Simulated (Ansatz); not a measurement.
**Ligand exchange through a proton shuttle**

Start structure (Si2H5ClOF4, closed shell), relaxed at PBE0-D4/def2-TZVP:

```xyz
13
angstrom
Si -0.8015 0.5124 1.1835
O -0.3423 0.1072 -0.3134
Si -1.0727 0.2075 -1.8260
F -2.2400 1.1390 1.1219
F 0.1846 1.5651 1.7807
F -0.8401 -0.7537 2.0960
H 2.7681 -1.0359 1.2143
Cl 2.7948 -0.9033 2.4969
H 1.2297 -0.5764 -0.4886
F 2.0871 -0.9496 -0.5775
H -1.3680 1.6287 -2.1117
H -0.0849 -0.3451 -2.7746
H -2.3148 -0.5960 -1.8018
```

The step: Si₂H₃OF₃ ([F][Si]([F])([F])[O][SiH3]) + HCl + HF → SiClF₃ ([F][Si]([F])([F])[Cl]) + SiH₄O ([OH][SiH3]) + HF (still joined by a long Si–O bond); bonds formed: Si1–Cl8, O2–H9, H7–F10; bonds broken: H7–Cl8, H9–F10; bonds weakened to dative contacts: Si1–O2. Computed with Ansatz 0.2.0 (basis: def2-TZVPP and def2-QZVPP); correlated methods freeze the cores. Extrapolation: Hartree–Fock as exp(−7.88 √X), correlation as X^−2.97. Energies below are by CCSD(T) at an estimated basis limit (MP2 extrapolated from triple and quadruple zeta, plus CCSD(T) − MP2 in triple zeta).

Q: What are the electronic barrier and the energy of the step, from the start structure to the end structure? (An estimate is asked for; the value comes from the calculation.)

A: By the calculation: Barrier 1.019 eV; step energy 0.689 eV (uphill); reverse barrier, their difference, 0.330 eV. Barrier and step energy count from the start structure, the reverse barrier from the end structure.

The saddle point: One imaginary mode of 792i cm⁻¹.
| pair | start (Å) | saddle (Å) | end (Å) |
| --- | --- | --- | --- |
| Si1–Cl8 | 4.08 | 2.49 | 2.22 |
| O2–H9 | 1.72 | 1.17 | 1.00 |
| H7–F10 | 1.92 | 1.15 | 0.96 |
| Si1–O2 | 1.62 | 1.70 | 1.78 |
| H7–Cl8 | 1.29 | 1.54 | 1.95 |
| H9–F10 | 0.94 | 1.16 | 1.55 |

Zero-point energy (harmonic, PBE0-D4): ZPE is 1.657 eV at the start and 1.617 eV at the saddle, so the barrier goes from 1.019 to 0.979 eV.

T1 diagnostic: at most 0.012.

Labels in which every atom is bracketed show which atoms are joined, not bond orders.

For scale, one of the runs: CCSD(T)/def2-TZVPP, 351 basis functions, launched by `ansatz run in.yaml --threads 4 --pin off --events-out ev --progress --plain --max-ram 46080MiB --backend cuda --devices 0, --max-vram 37GiB`. Hardware: 4 CPU threads of an AMD EPYC 7R13 and a share of one NVIDIA H100, shared host. Wall time 18 s; peak host memory 0.89 GiB.
